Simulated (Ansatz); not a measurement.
```yaml
crystal:
  periodic: [false, false, false]
  atoms:
    - {symbol: Ca, position_ang: [1.598086, -1.522705, -1.072812]}
    - {symbol: Ca, position_ang: [-0.863647, 1.318866, -1.871628]}
    - {symbol: Ca, position_ang: [1.430887, 1.591519, 1.206186]}
    - {symbol: Ca, position_ang: [-1.313730, -0.843380, 1.055603]}
    - {symbol: Se, position_ang: [1.440879, -1.105965, 1.621711]}
    - {symbol: Se, position_ang: [-1.057182, -1.400837, -1.696606]}
    - {symbol: Se, position_ang: [-1.235292, 1.962493, 0.757535]}
basis:
  gaussian: {orbitals: def2-TZVP}
magnetization: {spin_polarized: true, initial_magnetization: 2}
hamiltonian: {xc: pbe0, dispersion: d4}
scf: {omitted_lower_state_checks: [starts]}
output: {orbitals: {seedname: orbitals}}
```

```sh
$ ansatz run in.yaml --threads 4 --pin off --events-out ev --progress --plain --max-ram 4787MiB
```

(1) Does this run fit into the memory that it is given?

## Answers

(1) No. It has 288 basis functions, and Ansatz plans for 6 GiB where 5 GiB are given.
